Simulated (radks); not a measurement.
Polarisability of the erbium ion Er2+, [Xe] 4f12, at imaginary frequency. All-electron calculation, scalar-relativistic Kohn-Sham, PBE, spin-unpolarised, spherical densities, finite nucleus; Fermi nuclear charge, rms radius 5.2516 fm. Program: a radial shooting solver on a logarithmic mesh with Libxc functionals. Response by self-consistent Sternheimer equations with the Hartree and adiabatic LDA kernel, the relativistic mass of each level held fixed and spin-orbit coupling left out.

w (hartree),alpha1(iw) (bohr^3)
0.00266,8.488
0.0143,8.470
0.0360,8.373
0.0697,8.093
0.118,7.561
0.186,6.852
0.280,6.130
0.413,5.457
0.605,4.748
0.892,3.889
1.35,2.862
2.12,1.811
3.59,0.9479
6.94,0.3816
17.5,0.09264

Static values: alpha1 = 8.488 bohr^3 (1.258 angstrom^3; uncoupled 21.33). C6 = 41.63, triple-dipole C9 = 210.6 atomic units. One-pole (London) frequency 4 C6 / (3 alpha1^2) = 0.770 hartree, against 0.641 for minus the highest occupied eigenvalue.
